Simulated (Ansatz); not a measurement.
Molecule: sum formula LiNH$_{3}$F, charge 0, multiplicity 1. 
Geometry from a B3LYP-D3(BJ)/def2-TZVP (Ansatz, an electronic-structure program) optimisation:
SMILES: [Li](<-[NH3])[F]
```xyz
6

N      0.0070    -0.0022    -1.7162
H      0.8171    -0.4835    -2.0954
H     -0.8121    -0.4625    -2.1021
H      0.0207     0.9380    -2.1004
Li    -0.0014     0.0004     0.3327
F     -0.0078     0.0024     1.9236
```
Charge 0, spin multiplicity 1.

Basis-set convergence of Hartree-Fock and CCSD correlation energies (hartree) with Ansatz. Correlated levels leave the core frozen unless marked. No spin-orbit coupling. Non-relativistic.

| basis | functions | E(HF) | E(corr, CCSD) |
|---|---|---|---|
| def2-SVP | 52 | -163.03621 | -0.40668 |
| def2-TZVPP | 123 | -163.23921 | -0.51978 |
| def2-QZVPP | 239 | -163.24799 | -0.55905 |

Extrapolating the two largest sets (X = 3 and 4) as X^-3: E(corr) = (64·(-0.55905) - 27·(-0.51978))/37 = -0.5877 Eh, an estimate of the basis-set limit. The largest set recovers 95.1 % of it, the smallest 69.2 %.
